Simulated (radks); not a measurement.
Values are calculated unless marked as measured or tabulated.
Ti2.875+, 19.125 electrons, occupied as [Ne] 3s2 3p(1/2: 2, 3/2: 3.125) 3d2 (fractional occupations, a model configuration).

Level of theory: Dirac Kohn-Sham, PBEsol, spin-unpolarised, spherical densities, finite nucleus; open shells fill j = l - 1/2 first; Fermi nuclear charge, rms radius 3.5921 fm (a radial shooting solver on a logarithmic mesh with Libxc functionals).

Energy parts (eV):
| part | energy |
|---|---|
| total | -23125.744 |
| kinetic | 23350.416 |
| electron-nucleus | -54436.747 |
| Hartree | 9050.728 |
| exchange-correlation | -1090.141 |

Orbitals (lengths in bohr, moments of r in powers of bohr):
orbital	occ.	eigenvalue (eV)	<1/r>	<r^2>	small-component weight
1s1/2	2	-4897.274	21.79	0.006522	6.20e-03
2s1/2	2	-569.5775	4.558	0.1249	1.08e-03
2p1/2	2	-481.3209	4.493	0.1024	1.06e-03
2p3/2	4	-475.5453	4.436	0.1042	1.05e-03
3s1/2	2	-93.7020	1.419	1.134	2.29e-04
3p1/2	2	-70.1545	1.304	1.294	2.00e-04
3p3/2	3.125	-69.4602	1.292	1.312	1.98e-04
3d3/2	2	-33.5315	1.016	1.964	1.28e-04
3d5/2	0	-33.4678	1.014	1.971	1.28e-04

The highest occupied level is 3d3/2 at -33.532 eV. Summed over all electrons, <r^2> = 13.77 bohr^2, which gives a Langevin (diamagnetic) susceptibility term of -10.9 x 10^-6 cm^3/mol. The density falls to 0.001 e/bohr^3 at r = 2.90 bohr.
